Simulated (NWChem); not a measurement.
Molecule: HO$_{2}$, doublet; SMILES [O]O

```xyz
3

O      0.0996     0.5969     0.0000
O     -0.0011    -0.6994     0.0000
H     -0.8148     0.9427     0.0000
```
Atoms are numbered in this order, from 1.

Level: PBE0/def2-SVP, spin-unrestricted (NWChem), optimised geometry, unscaled harmonic frequencies. In the optimisation the excess spin sits in a" (Cs, its own frame).

```tsv
frequency (cm⁻¹)	IR intensity (km/mol)
1250	35.1
1464	32.6
3632	27.6
```

```
Item                                                                                                 Result
-----------------------------------------------------------------------------------------  ----------------
zero-point energy                                                                              9.1 kcal/mol
thermal correction to the enthalpy at 298.15 K (with zero-point energy)                       11.4 kcal/mol
heat capacity Cv                                                                            6.2 cal/(mol K)
entropy at 298.15 K and 1 atm (symmetry number 1, electronic part: spin degeneracy alone)  54.6 cal/(mol K)
dipole moment                                                                                        2.31 D
```

Rigid rotor and harmonic oscillator.
